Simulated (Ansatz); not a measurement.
Geometry optimisation, DFT PBEsol, scalar-relativistic, plane waves, PAW in Ansatz.

Input file:

```yaml
crystal:
  lattice:
    - [7.68, 0.0, 0.0]
    - [0.0, 5.43058, 0.0]
    - [0.0, 0.0, 15.072935]
  atoms:
    - { symbol: Ir, position: [0.25, 0.25, 0.0663441] }
    - { symbol: Ir, position: [0.75, 0.25, 0.0663441] }
    - { symbol: Ir, position: [0.25, 0.75, 0.0663441] }
    - { symbol: Ir, position: [0.75, 0.75, 0.0663441] }
    - { symbol: Ir, position: [0.0, 0.0, 0.1564158] }
    - { symbol: Ir, position: [0.5, 0.0, 0.1564158] }
    - { symbol: Ir, position: [0.0, 0.5, 0.1564158] }
    - { symbol: Ir, position: [0.5, 0.5, 0.1564158] }
    - { symbol: Ir, position: [0.25, 0.25, 0.2464875] }
    - { symbol: Ir, position: [0.75, 0.25, 0.2464875] }
    - { symbol: Ir, position: [0.25, 0.75, 0.2464875] }
    - { symbol: Ir, position: [0.75, 0.75, 0.2464875] }
    - { symbol: Ir, position: [0.0, 0.0, 0.3365592] }
    - { symbol: Ir, position: [0.5, 0.0, 0.3365592] }
    - { symbol: Ir, position: [0.0, 0.5, 0.3365592] }
    - { symbol: Ir, position: [0.5, 0.5, 0.3365592] }
    - { symbol: B, position: [0.8215842, 0.3139373, 0.4393925] }
basis:
  ecutwfc: 420.0
kpoints:
  mp_grid: { grid: [2, 3, 1] }
hamiltonian:
  xc: pbesol
  pseudopotentials: { kind: paw, azcp: { folder: soft_1 } }
scf:
  occupations: { method: fermi_dirac, width: 0.1 }
  lower_state_search: "off"
relax:
  f_tol: 0.08
  max_steps: 25
  adjacent_minimum: "off"
  constraints: [{ sites: [0, 1, 2, 3] }]
```

Launched with:

```bash
$ ansatz run input.yaml --threads 4 --pin off --max-ram 10240MiB --backend cpu --events-out ev --progress --plain --runs-dir out
```

Problem. Where does it end, and by what steps?

Solution. The forces met the threshold. The threshold is loose, so the end isn't yet a minimum. Limits of this set-up: coarse k mesh, thin slab, slab without dipole correction, odd electron count without spin, PAW files made for another functional, a typed lattice constant that wasn't relaxed here. After 13 steps the energy has fallen by 3.339 eV; B17 moved furthest, 1.26 Å. Joined: Ir10–B17 (2.98 → 2.08 Å), Ir14–B17 (3.38 → 2.29 Å), Ir16–B17 (3.09 → 2.27 Å).

```tsv
step	energy less start (eV)	largest force component (eV/Å)	accepted
0	0.0000	3.380	yes
1	-1.0035	3.108	yes
2	-1.7023	1.970	yes
3	-2.2854	1.477	yes
4	-2.7349	0.989	yes
5	-3.0372	0.295	yes
6	-3.1403	0.187	yes
7	-3.1717	0.182	yes
8	-3.1896	0.207	yes
9	-3.2264	0.362	yes
10	-3.2648	0.565	yes
11	-3.3226	0.169	yes
12	-3.2887	0.384	no
13	-3.3386	0.076	yes
```

```xyz
17
Lattice="7.6800 0.0000 0.0000 0.0000 5.4306 0.0000 0.0000 0.0000 15.0729" Properties=species:S:1:pos:R:3
Ir 1.920 1.358 1.000
Ir 5.760 1.358 1.000
Ir 1.920 4.073 1.000
Ir 5.760 4.073 1.000
Ir 0.084 0.003 2.184
Ir 3.764 0.001 2.163
Ir 0.080 2.713 2.171
Ir 3.758 2.712 2.180
Ir 1.916 1.358 4.170
Ir 5.757 1.357 3.458
Ir 1.917 4.075 3.729
Ir 5.756 4.074 3.532
Ir -0.191 0.028 4.902
Ir 4.021 0.025 4.892
Ir -0.185 2.694 4.901
Ir 4.025 2.687 4.901
B 5.764 1.367 5.540
```

Whether the end is a true minimum wasn't checked by a vibrational analysis.

The run took 2.6 min on 4 threads of Arm Neoverse V2 (shared host), peak memory 1.7 GiB.
